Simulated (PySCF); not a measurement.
Si5H10.
Bonds: Si1–Si2, Si2–Si3, Si3–Si4, Si4–Si5, Si1–Si5. Hydrogens: H6, H7 on Si1; H8, H9 on Si2; H10, H11 on Si3; H12, H13 on Si4; H14, H15 on Si5.

The same species was optimised twice, with GFN2-xTB and with PBE0-D3(BJ)/def2-SVP (PySCF), and the same property calculations (PySCF, gas phase) were run on both structures.

| coordinate | GFN2-xTB | PBE0-D3(BJ)/def2-SVP | change |
| --- | --- | --- | --- |
| Si4–H13 (Å) | 1.468 | 1.497 | +0.029 |
| Si3–H10 (Å) | 1.468 | 1.497 | +0.029 |
| Si2–H9 (Å) | 1.468 | 1.497 | +0.029 |
| Si4–H12 (Å) | 1.468 | 1.497 | +0.029 |
| Si3–H11 (Å) | 1.468 | 1.497 | +0.029 |
| Si1–H7 (Å) | 1.468 | 1.497 | +0.029 |
| Si1–H6 (Å) | 1.468 | 1.497 | +0.029 |
| Si2–H8 (Å) | 1.468 | 1.497 | +0.029 |
| Si5–H15 (Å) | 1.468 | 1.497 | +0.029 |
| Si5–H14 (Å) | 1.468 | 1.497 | +0.029 |
| Si2–Si3 (Å) | 2.336 | 2.364 | +0.028 |
| Si3–Si4 (Å) | 2.336 | 2.363 | +0.027 |
| Si1–Si2 (Å) | 2.336 | 2.363 | +0.027 |
| Si1–Si5 (Å) | 2.336 | 2.363 | +0.027 |
| Si4–Si5 (Å) | 2.336 | 2.362 | +0.026 |
| H10–Si3–H11 (°) | 103.3 | 108.4 | +5.1 |
| H8–Si2–H9 (°) | 103.3 | 108.3 | +5.0 |
| H12–Si4–H13 (°) | 103.4 | 108.3 | +4.9 |
| H6–Si1–H7 (°) | 103.4 | 108.3 | +4.9 |
| H14–Si5–H15 (°) | 103.4 | 108.3 | +4.9 |
| Si4–Si3–H10 (°) | 111.6 | 110.1 | -1.5 |
| Si4–Si5–H14 (°) | 111.5 | 110.1 | -1.4 |
| Si5–Si1–H6 (°) | 111.4 | 110.0 | -1.4 |

Rotational constants: A = 1524, B = 1523, C = 793.5 MHz (GFN2-xTB) against A = 1489, B = 1489, C = 778.7 MHz (PBE0-D3(BJ)/def2-SVP). Atoms that the bonding makes alike are paired by their places after alignment.

On the GFN2-xTB structure: lowest singlet, TDDFT (eV) 5.04 [PBE0/def2-SVPD]; lowest triplet, Tamm–Dancoff (eV) 4.75 [PBE0/def2-SVPD]; isotropic polarisability (au) 146.3 [PBE0/def2-SVPD]; HOMO (eV) -7.92 [PBE0/def2-SVPD]; LUMO (eV) -1.61 [PBE0/def2-SVPD]; dipole (D) 0.01 [PBE0/def2-SVPD]; HOMO (eV) -8.03 [PBE0/pcSseg-1]; LUMO (eV) -1.60 [PBE0/pcSseg-1]; dipole (D) 0.01 [PBE0/pcSseg-1]; GIAO shielding of Si1 (×5) (mean) (ppm) 468.2 [PBE0/pcSseg-1].

What do these properties become on the PBE0-D3(BJ)/def2-SVP structure?

| property | level | on GFN2-xTB | on PBE0-D3(BJ)/def2-SVP | change |
| --- | --- | --- | --- | --- |
| lowest singlet, TDDFT (eV) | PBE0/def2-SVPD | 5.04 | 5.11 | +0.07 |
| lowest triplet, Tamm–Dancoff (eV) | PBE0/def2-SVPD | 4.75 | 4.83 | +0.08 |
| isotropic polarisability (au) | PBE0/def2-SVPD | 146.3 | 151.3 | +5.0 |
| HOMO (eV) | PBE0/def2-SVPD | -7.92 | -7.82 | +0.10 |
| LUMO (eV) | PBE0/def2-SVPD | -1.61 | -1.44 | +0.17 |
| dipole (D) | PBE0/def2-SVPD | 0.01 | 0.00 | -0.01 |
| energy, GFN2-xTB geometry as zero (kcal/mol) | PBE0/def2-SVPD | 0.0 | -3.7 | -3.7 |
| HOMO (eV) | PBE0/pcSseg-1 | -8.03 | -7.93 | +0.10 |
| LUMO (eV) | PBE0/pcSseg-1 | -1.60 | -1.43 | +0.17 |
| dipole (D) | PBE0/pcSseg-1 | 0.01 | 0.00 | -0.01 |
| energy, GFN2-xTB geometry as zero (kcal/mol) | PBE0/pcSseg-1 | 0.0 | -3.2 | -3.2 |
| GIAO shielding of Si1 (×5) (mean) (ppm) | PBE0/pcSseg-1 | 468.2 | 456.1 | -12.1 |

The heavy atoms differ by 0.031 Å rms after alignment. Among all bonds 11 bonds (Si1–H6, Si1–H7, Si2–Si3, Si2–H8, Si2–H9, Si3–H10 and others) change most and about equally (+0.028 to +0.029 Å). Changes are differences of the printed values. Neither structure is proved a minimum here.
